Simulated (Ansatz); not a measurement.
## CH4 ··· AsH3

The pair of CH4 (SMILES C, atoms 1–5) and AsH3 (SMILES [AsH3], atoms 6–9), both closed shells, in one local arrangement (a lower one may exist), relaxed at PBE0-D4/def2-TZVP:

```xyz
9
angstrom
C -0.1361 -0.2269 -1.7400
H -0.0611 -0.3746 -2.8170
H 0.7486 0.3012 -1.3847
H -0.2073 -1.1953 -1.2452
H -1.0256 0.3614 -1.5157
As -0.1600 -0.2491 2.0750
H 1.2827 -0.0517 1.6343
H -0.5679 1.1138 1.5365
H 0.1268 0.3213 3.4569
```

Program: Ansatz 0.2.0. Basis: def2-TZVPPD, with def2-QZVPPD for the basis limit. Cores are frozen in the correlated methods. Filled d shells of the heavier atoms are correlated. The def2 sets are not built for correlating such inner shells, so the correlated values are less sure here. B3LYP uses VWN-RPA correlation. Extrapolation: Hartree–Fock as exp(−7.88 √X), correlation as X^−2.97. Interaction energies count from these two fragments, frozen as in the pair, with the counterpoise correction; negative means bound.

(1) What is the interaction energy by CCSD(T) at an estimated basis limit (MP2 extrapolated from triple and quadruple zeta, plus CCSD(T) − MP2 in triple zeta)? (An estimate is asked for; the value comes from the calculation.)

(2) Which atoms make the shortest contact between the fragments?

T1 diagnostic: at most 0.012.

Answers

(1) Computed: -0.83 kcal/mol. Hartree–Fock alone gives 0.51 kcal/mol at the basis limit, so without correlation the pair would not bind at this distance. It counts from the two fragments frozen as in the pair.

The same quantity by other methods in triple zeta, and each one's difference from that estimate:
| method | E_int (kcal/mol) | difference |
| --- | --- | --- |
| PBE-D4 | -1.03 | -0.21 |
| revPBE-D4 | -0.97 | -0.14 |
| BLYP-D4 | -0.77 | 0.06 |
| r2SCAN-D4 | -0.74 | 0.08 |
| B97M-V | -0.74 | 0.09 |
| PBE0-D4 | -0.93 | -0.10 |
| B3LYP-D4 | -0.85 | -0.02 |
| HSE06-D4 | -0.93 | -0.10 |
| wB97X-V | -0.80 | 0.02 |
| wB97M-V | -0.74 | 0.08 |
| B2PLYP | -0.04 | 0.78 |
| HF | 0.52 | 1.34 |
| MP2 | -0.72 | 0.10 |
| CCSD | -0.50 | 0.33 |
| CCSD(T) | -0.66 | 0.16 |
Differences are method less estimate.

(2) H3 and H7, 3.09 Å apart.

Basis-set superposition shift (counterpoise-corrected less uncorrected): CCSD(T) 0.38; MP2 0.39; HF 0.07; PBE0-D4 0.07; wB97M-V 0.10 kcal/mol.

For scale, one of the runs: CCSD(T)/def2-TZVPPD, 210 basis functions, launched by `ansatz run in.yaml --threads 4 --pin off --events-out ev --progress --plain --max-ram 9574MiB`. The run took 14 s on 4 CPU threads of an AMD EPYC 9R45 (shared host), with 2.8 GiB of host memory at its peak.
